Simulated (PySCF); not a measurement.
**Excitation energy of Cl⁺ by level of theory**

Cl⁺ [Ne] 3s2 3p4 (3P) → Cl⁺ [Ne] 3s2 3p3 4s1 (5S), as a difference of total energies. All numbers are calculated (PySCF 2.14, the spin-free X2C one-electron Hamiltonian (Gaussian nucleus), in aug-cc-pCVTZ-DK with one added diffuse shell each of s, p, d, f type (9s8p6d4f, 91 functions)). Correlated levels: valence: [Ne] frozen. The calculations carry no spin-orbit coupling.

```tsv
method	excitation energy (eV)	error (eV)
UHF	12.579	-0.754
MP2 (valence)	12.979	-0.354
SCS-MP2 (valence)	13.202	-0.131
CCSD (valence)	13.098	-0.235
CCSD(T) (valence)	13.097	-0.236
```

Reference: 13.333 eV (measured; NIST levels, between the centres of gravity of the two terms).

Errors of the correlated levels include the incompleteness of this basis and the frozen core.
